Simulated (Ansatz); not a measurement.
H₅N₂NbOS (`[NH2][Nb]([NH2])([OH])=[S]`) from Hartree–Fock to CCSD(T)

```xyz
10

N    -0.841   -1.296   -0.887
Nb    0.333    0.130   -0.215
N    -0.634    1.322    1.012
O     1.732   -0.693    0.766
S     0.997    1.295   -1.893
H    -1.126   -1.409   -1.849
H    -1.273   -2.000   -0.305
H    -0.833    2.296    0.840
H    -1.036    1.030    1.892
H     2.682   -0.675    0.639
```

The species carries charge 0 and has multiplicity 1. Correlated methods include outer-core shells of Nb, which these sets cover unevenly. Nb: def2 effective core potential. The geometry is a stationary point of PBE0-D4/def2-TZVP. It is one conformer, not always the lowest. Frozen core, restricted reference, Ansatz.

| basis | HF (Eh) | MP2 corr. |
| --- | --- | --- |
| def2-SVP | -640.44967 | -1.00761 |
| def2-TZVPP | -640.83819 | -1.32800 |
| def2-QZVPP | -640.86259 | -1.43970 |

Problem. Estimate the CCSD correlation energy and the (T) correction in each basis where they were run (hartree).

Solution. 
```csv
basis,CCSD corr.,(T)
def2-SVP,-1.00938,-0.04582
def2-TZVPP,-1.31838,-0.07211
```
